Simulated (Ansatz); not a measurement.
Ga4F5⁺, relaxed as a singlet with RKS PBE0-D4/def2-SVP in Ansatz, starting from the GFN1-xTB geometry. Force threshold 0.03 eV/Å.

Another isomer (singlet) lies 0.70 eV lower at PBE0-D4/def2-TZVP; other spin states weren't run for this one.

Start:

```xyz
9

Ga    1.4678    1.9330   -0.2360
Ga   -1.3928   -0.5017   -0.1800
Ga    1.5509   -0.3130   -1.7337
Ga    0.1852   -0.5037    1.7436
F     0.9160    1.3434    1.7779
F    -0.8003    1.0717   -0.6368
F    -0.6400   -1.5395   -1.3200
F     1.7071   -0.7860    0.3290
F    -2.9939   -0.7042    0.2560
```

Estimate the energy that the relaxation releases and the steps that it takes.

1.56 eV, in 22 steps; 4.3 min on 4 threads of Arm Neoverse N1 on a shared host. No frequencies were taken in this run, so the end may be a saddle point.

Does the start keep its bonding?

Bonds lost: Ga1–Ga3 (atoms count from 1).

Predict the relaxed structure.


```xyz
9

Ga    0.3305    3.0619    0.6230
Ga   -1.3836   -0.2793   -0.0721
Ga    1.4929   -2.0914   -1.8082
Ga    0.6568   -0.4216    1.2103
F     1.3586    1.2348    1.4992
F    -0.9504    1.5239   -0.2434
F    -0.3801   -1.0356   -1.4463
F     1.9385   -1.3288    0.2862
F    -3.0631   -0.6638   -0.0486
```
Bond lengths (bridged metal pairs left out): 5 × F–Ga 1.72 to 1.86 Å; 1 × Ga–Ga 2.41 Å.
